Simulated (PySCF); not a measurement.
A structure optimised at PBE-D3(BJ)/def2-SVP, used in a PySCF frequency run:

```xyz
11

C     -0.5751     1.9818     0.0000
O      0.6903     1.3100     0.0000
B      0.7990    -0.0333     0.0000
O     -0.2691    -0.8735     0.0000
C     -0.1419    -2.2871     0.0000
H     -1.4187     1.2621     0.0000
H     -0.6409     2.6271    -0.8996
H     -0.6409     2.6271     0.8996
H     -0.6421    -2.7024    -0.8995
H     -0.6421    -2.7024     0.8995
H      0.9222    -2.6048     0.0000
```
Charge 0, spin multiplicity 2.

### Question
Write its SMILES, formula and point group.

### Answer
CO[B]OC, C2H6BO2, Cs

### Question
What are its rotational constants (standard atomic weights)?

### Answer
18.428, 2.6587, 2.3953 GHz
